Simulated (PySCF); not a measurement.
Si(H)3(nPr) (C₃H₁₀Si), SMILES CCC[SiH3].

Coordinates come from a B3LYP-D3(BJ)/def2-SVP optimisation. Other conformers were not sampled.

Method: B3LYP/def2-TZVP run with PySCF.

```yaml
total_energy: -409.91240 hartree
point_group: Cs
highest_occupied_level: -8.28 eV
lowest_empty_level: 0.43 eV
orbital_gap: 8.71 eV
dipole_moment: 0.85 D
quadrupole, principal values (traceless, Buckingham form, about the centre of nuclear charge): -2.55, 0.97, 1.58 D·Å
mean_static_polarisability: 66.4 bohr³ (9.84 Å³)
polarisability_principal_values: 59.1, 61.2, 78.8 bohr³
```
